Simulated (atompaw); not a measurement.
# Pseudopotential generation for Os (Z = 76): PAW (atompaw), PBEsol, scalar-relativistic.

The input file (atompaw 4.2.0.5):

```
Os 76
GGA-PBESOL scalarrelativistic loggrid 2001 logderivrange -2 5 176
6 6 5 4 0 0
6 1 0
5 2 6
0 0 0
c
c
c
c
c
v
c
c
c
c
v
c
c
v
c
2
3.00 2.25 2.65 2.80
y
4.3
n
y
1.65
n
y
0.75
n
bloechl sinc
bessel
PWSCFOUT
UPFDX 0.0125d0 UPFXMIN -7.d0 UPFZMESH 76.d0
END
```

Command:

```bash
atompaw < Os.input > Os.log
```

The program printed (summary file):

```
Completed calculations for Os (AE)

 Exchange-correlation type: GGA, Perdew-Burke-Ernzerhof modified (PBEsol)

 Radial integration grid is logarithmic
 r0 =   9.0108695E-05 h =   6.8482608E-03   n =      2001 rmax =   8.0000000E+01

 Scalar relativistic calculation

 AEatom converged in  44 iterations
   nz     =  76.00
   delta  =       9.556835530435E-15

 All Electron Orbital energies:
  n  l      occupancy      energy
  1  0      2.0000000E+00 -5.4281767E+03
  2  0      2.0000000E+00 -9.4538574E+02
  3  0      2.0000000E+00 -2.1998958E+02
  4  0      2.0000000E+00 -4.6400900E+01
  5  0      2.0000000E+00 -6.7323862E+00
  6  0      2.0000000E+00 -4.5479187E-01
  2  1      6.0000000E+00 -8.2320988E+02
  3  1      6.0000000E+00 -1.8412417E+02
  4  1      6.0000000E+00 -3.4638049E+01
  5  1      6.0000000E+00 -3.7382649E+00
  6  1      0.0000000E+00 -9.0625230E-02
  3  2      1.0000000E+01 -1.4406535E+02
  4  2      1.0000000E+01 -2.0043023E+01
  5  2      6.0000000E+00 -4.6200339E-01
  4  3      1.4000000E+01 -3.8235310E+00

 Total energy
   Total                    :   -34497.81795579566096

 ---
 Completed calculations for Os (SC)

 Exchange-correlation type: GGA, Perdew-Burke-Ernzerhof modified (PBEsol)

 Radial integration grid is logarithmic
 r0 =   9.0108695E-05 h =   6.8482608E-03   n =      2001 rmax =   8.0000000E+01

 Scalar relativistic calculation

 SCatom converged in   4 iterations
   nz     =  76.00
   delta  =       3.739374644669E-15

 Valence Electron Orbital energies:
  n  l      occupancy      energy
   6  0      2.0000000E+00 -4.5479187E-01
   6  1      0.0000000E+00 -9.0625229E-02
   5  2      6.0000000E+00 -4.6200339E-01

 Total energy
   Total                    :   -34497.81795575288561
   Valence                  :     -687.02717020589080

 PAW parameters:
       lmax =            2
         rc =    3.0092199161852347
        irc =         1522
   rc_shape =    2.2570168131132249
    rc_vloc =    2.6602184883267723
    rc_core =    2.8100327844340409
   Vloc: truncated form - Vps(r)=A.sin(qr)/r for r<rc
   Projector type: Bloechl + Gram-Schmidt ortho.
   Sinc^2 compensation charge shape zeroed at   2.2570E+00

 Number of basis functions     6
 No.   n  nodes  l      Energy         Cp coeff         Occ
  1    6    5    0   -0.4547919E+00 -0.2770301E+01  0.2000000E+01
  2  999    6    0    0.4300000E+01 -0.7445612E+01  0.0000000E+00
  3    6    4    1   -0.9062523E-01 -0.4595699E+01  0.0000000E+00
  4  999    5    1    0.1650000E+01  0.7466398E+01  0.0000000E+00
  5    5    2    2   -0.4620034E+00  0.7240943E+01  0.6000000E+01
  6  999    3    2    0.7500000E+00  0.8896183E+01  0.0000000E+00

 Eigenvalues of overlap operator (in the basis of projectors):
    1        1.18799257E-02
    2        2.12279592E-01
    3        9.04629623E-01
    4        1.50918039E+00
    5        4.23844129E+00
    6        9.29711168E+00

 Orbital leakage outside PAW augmentation regions
   orb  is_core?  %out_of_sphere
   1 0    T           0.00
   2 0    T           0.00
   3 0    T           0.00
   4 0    T          -0.00
   5 0    T           0.01
   6 0    F          42.37
   2 1    T           0.00
   3 1    T           0.00
   4 1    T           0.00
   5 1    T           0.10
   6 1    F          80.17
   3 2    T           0.00
   4 2    T           0.00
   5 2    F           8.52
   4 3    T           0.00

 Summary of PAW energies
   Total valence energy     :   -687.02717426653078
   Smooth energy            :     20.69294816257344
   One center               :   -707.72012242910421
   Smooth kinetic           :     11.46407093697714
   Vloc energy              :      4.37098621609792
   Smooth exch-corr         :     -3.96855127182041
   One-center xc            :   -662.45671516290315
```

The run took about 26 s on one core of a shared server CPU.
